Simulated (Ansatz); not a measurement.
Cost and result for the atomization energy of `ClC(Br)(Br)Br` (5 atoms, 4 bonds).

```xyz
5

Cl    0.989    1.368   -0.601
C     0.022    0.031   -0.014
Br    0.162   -1.461   -1.240
Br   -1.831    0.577    0.122
Br    0.658   -0.514    1.733
```

Total charge 0; spin multiplicity 1. Correlated methods include outer-core shells of Br, which these sets cover unevenly. Scalar relativity is left out up to krypton. The geometry is a stationary point of PBE0-D4/def2-TZVP. Program: Ansatz. Hardware: A = 2 threads of an AMD EPYC 7R13 on a shared host; B = 2 threads of an AMD EPYC 7R13 on a shared host and a share of an NVIDIA H100 80 GB. Times are those of one run each, without the atoms' runs, and a repeat can differ threefold. Electronic energies, without spin–orbit coupling; frozen cores. CCSD(T)/CBS adds CCSD(T) − MP2 in def2-TZVPP to the MP2 limit, and its time is that of the two runs behind it. T1 = 0.008. With those shells the extrapolation isn't a true limit. B3LYP takes the VWN-RPA correlation (the form of Gaussian; ORCA's B3LYP/G).

CCSD(T)/CBS is a level of theory with its own doubt, some kJ/mol a heavy atom from the limit and from the frozen cores, so smaller differences don't rank the functionals.

```csv
level,functions,atomization (kJ/mol),difference from CCSD(T)/CBS,per bond
BLYP-D4/def2-TZVPP [A],217,1153.6,-27.1,-6.8
PBE-D4/def2-TZVPP (with forces) [A],217,1261.5,80.8,20.2
CCSD(T)/CBS(def2),–,1180.7,0.0,0.0
MP2/def2-QZVPP [B],394,1253.3,72.6,18.1
PBE0-D4/def2-TZVPP [A],217,1193.8,13.1,3.3
revPBE-D4/def2-TZVPP [A],217,1204.5,23.8,5.9
r2SCANh-D4/def2-TZVPP [A],217,1162.3,-18.4,-4.6
CCSD(T)/def2-TZVPP [B],217,1108.1,-72.6,-18.2
PBE-QIDH/def2-TZVPP [A],217,1171.0,-9.7,-2.4
B3LYP-D4/def2-TZVPP (with forces) [A],217,1126.4,-54.3,-13.6
r2SCAN-D4/def2-TZVPP (with forces) [A],217,1185.4,4.7,1.2
CCSD(T)/def2-SVP [B],128,1022.0,-158.7,-39.7
CAM-B3LYP-D4/def2-TZVPP [A],217,1113.2,-67.5,-16.9
```

Problem. Order the runs by time, with rough figures. (Estimate.)

Solution. The calculation gave: BLYP-D4/def2-TZVPP [A] 3 s; revPBE-D4/def2-TZVPP [A] 3.6 s; PBE-D4/def2-TZVPP (with forces) [A] 3.6 s; CCSD(T)/def2-SVP [B] 3.7 s; MP2/def2-QZVPP [B] 5.5 s; CCSD(T)/def2-TZVPP [B] 6.5 s; PBE0-D4/def2-TZVPP [A] 7 s; CAM-B3LYP-D4/def2-TZVPP [A] 8 s; r2SCAN-D4/def2-TZVPP (with forces) [A] 9 s; B3LYP-D4/def2-TZVPP (with forces) [A] 10 s; PBE-QIDH/def2-TZVPP [A] 11 s; r2SCANh-D4/def2-TZVPP [A] 12 s; CCSD(T)/CBS(def2) 12 s.

From BLYP to BHLYP (50 % exact exchange), in def2-TZVPP and without D4, the atomization energy moves by −93.7 kJ/mol: exact exchange takes away binding that semilocal exchange gives to molecules. The D4 term adds +44.7 kJ/mol with B3LYP and +22.6 kJ/mol with PBE0; it sums over pairs of atoms, weighted by their polarisabilities, and B3LYP, whose exchange is more repulsive, gets the larger term. At CCSD(T), def2-SVP lies −158.7 kJ/mol from the extrapolated value and def2-TZVPP −72.6 kJ/mol: correlation converges slowly with the basis, and small sets miss more of it in the bonded molecule than in its fragments.
